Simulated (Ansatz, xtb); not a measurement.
**Ranking isomers of B2H4O2**

3 gas-phase structures of B2H4O2, found in a search over its isomers (lower ones may exist). Each was relaxed with GFN2-xTB; where two conformers were screened, the lower at r2SCAN-D4/def2-SVP is listed:

A. `OBBO`, a singlet
B. `B1O[BH2-][OH+]1`, a singlet
C. `BOBO`, a singlet

Question: Estimate their order in r2SCAN-D4/def2-SVP energy at these geometries, lowest first.

Answer: Calculated order at r2SCAN-D4/def2-SVP: C (0.0), B (62.4), A (147.4) kJ/mol.

Energies above the lowest of each column, in kJ/mol; the last columns are at BLYP-D3(BJ)/def2-SVP geometries (a dash: not run or not comparable):

```json
{"structure": "C", "GFN2-xTB": "0.0", "HF/STO-3G": "0.0", "r2SCAN-D4/def2-SVP": "0.0", "BLYP-D3(BJ)/def2-SVP": "0.0", "CCSD(T)/def2-TZVP": "0.0"}
{"structure": "B", "GFN2-xTB": "90.7", "HF/STO-3G": "14.0", "r2SCAN-D4/def2-SVP": "62.4", "BLYP-D3(BJ)/def2-SVP": "relaxes to C", "CCSD(T)/def2-TZVP": "–"}
{"structure": "A", "GFN2-xTB": "218.5", "HF/STO-3G": "193.2", "r2SCAN-D4/def2-SVP": "147.4", "BLYP-D3(BJ)/def2-SVP": "154.8", "CCSD(T)/def2-TZVP": "139.8"}
```

Every level run on C puts it lowest or level with the lowest. Some further structures that were screened fall inside this span and aren't listed. Flexible structures stand in one conformer each, not always the lowest. Frequencies (BLYP-D3(BJ)/def2-SVP) were run for A, C alone.

Programs: Ansatz 0.2.0, xtb 6.7.1.
